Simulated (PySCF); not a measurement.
C2H11NOSi2.
SMILES with atom numbers: `[CH3:1][O:2][CH2:3][SiH2:4][SiH2:5][NH2:6]` (hydrogens: H7, H8, H9 on C1; H10, H11 on C3; H12, H13 on Si4; H14, H15 on Si5; H16, H17 on N6)

Level: PBE0/pcSseg-1 and B3LYP/def2-SVPD in PySCF, non-relativistic, on one gas-phase PBE0-D3(BJ)/def2-SVP geometry that isn't relaxed in the solvent. The solvent is an IEF-PCM continuum (Bondi radii, 1.10 Å for H, scaled by 1.2). Only the electrostatic response of the medium enters.

Gas phase at PBE0/pcSseg-1: HOMO -7.09 eV, LUMO 0.09 eV, dipole 0.42 D.

What does the continuum do to the energy, the frontier levels and the dipole at PBE0/pcSseg-1 in cyclohexane and acetone?

| solvent | ε | E(solvent) − E(gas) (kcal/mol) | polarisation term (kcal/mol) | distortion of the solute (kcal/mol) | HOMO (eV) | LUMO (eV) | dipole (D) |
| --- | --- | --- | --- | --- | --- | --- | --- |
| cyclohexane | 2.017 | -1.96 | -2.04 | 0.08 | -7.09 | 0.12 | 0.45 |
| acetone | 20.49 | -5.01 | -5.60 | 0.59 | -7.14 | 0.12 | 0.51 |

The polarisation term is half the interaction of the solute with the surface charges that it induces; the rest is the cost of distorting the solute's density. The sum is the electrostatic part of solvation alone. From cyclohexane to acetone the lowering changes by a factor 2.56, Onsager's factor (ε − 1)/(2ε + 1) by 2.30 and ε itself by 10.2.

Which IAO charges (PBE0/pcSseg-1) respond most in acetone (means over atoms taken as equivalent)?

```tsv
atoms	environment	gas (e)	solvent (e)	change
O2	ether oxygen	-0.382	-0.399	-0.017
N6	silicon-bound nitrogen	-0.830	-0.846	-0.016
H16/H17	N–H hydrogen	+0.258	+0.272	+0.014
H10/H11	methylene hydrogen	+0.121	+0.130	+0.009
H14/H15	Si–H hydrogen	-0.133	-0.142	-0.009
C1	methoxy carbon	-0.191	-0.197	-0.006
H7/H8/H9	methyl hydrogen	+0.129	+0.135	+0.006
C3	sp3 carbon bound to oxygen	-0.310	-0.313	-0.003
H12/H13	Si–H hydrogen	-0.106	-0.109	-0.003
Si4	SiH2 silicon	+0.442	+0.444	+0.002
Si5	SiH2 silicon	+0.604	+0.605	+0.001
```

Which Mayer bond orders change most in acetone?

```
   bond  length (Å)    gas  solvent  change
 Si5–N6       1.742  1.024    1.047  +0.023
  C1–O2       1.394  0.936    0.925  -0.011
  O2–C3       1.403  0.898    0.888  -0.010
Si5–H14       1.502  0.867    0.858  -0.009
 N6–H16       1.015  0.947    0.938  -0.009
 N6–H17       1.015  0.945    0.936  -0.009
 C3–Si4       1.904  0.889    0.894  +0.005
Si5–H15       1.497  0.922    0.918  -0.004
```

Gas phase at B3LYP/def2-SVPD: HOMO -6.95 eV, LUMO -0.34 eV, dipole 0.44 D.

What does the continuum do to the energy, the frontier levels and the dipole at B3LYP/def2-SVPD in acetone?

```
solvent      ε  E(solvent) − E(gas) (kcal/mol)  polarisation term (kcal/mol)  distortion of the solute (kcal/mol)  HOMO (eV)  LUMO (eV)  dipole (D)
acetone  20.49                           -4.64                         -5.33                                 0.69      -6.97      -0.24        0.54
```

How does the static polarisability (B3LYP/def2-SVPD, frozen core, with the continuum's full static response) change?

| medium | isotropic (au) | principal values (au) | ⟨r²⟩ of the electrons (bohr²) |
| --- | --- | --- | --- |
| gas | 98.5 | 83.7, 98.9, 112.7 | 1379.2 |
| acetone | 131.8 | 119.2, 135.9, 140.2 | 1377.4 |

The isotropic value in acetone is 1.34 times the gas-phase one; no cavity-field correction is applied. ⟨r²⟩ is taken about the centre of nuclear charge.

Time: 41 s; peak memory 0.95 GiB. Hardware: an Arm Neoverse N1 with one thread, on a shared host. This is the whole shielding run at PBE0/pcSseg-1 in acetone, SCF included.

Conformer computed: `[CH3:1][O:2][CH2:3][SiH2:4][SiH2:5][NH2:6]`: C1–O2–C3–Si4 180°, O2–C3–Si4–Si5 43°, C3–Si4–Si5–N6 170°, H–N6–Si5–Si4 52°, H–N6–Si5–Si4 -172°.
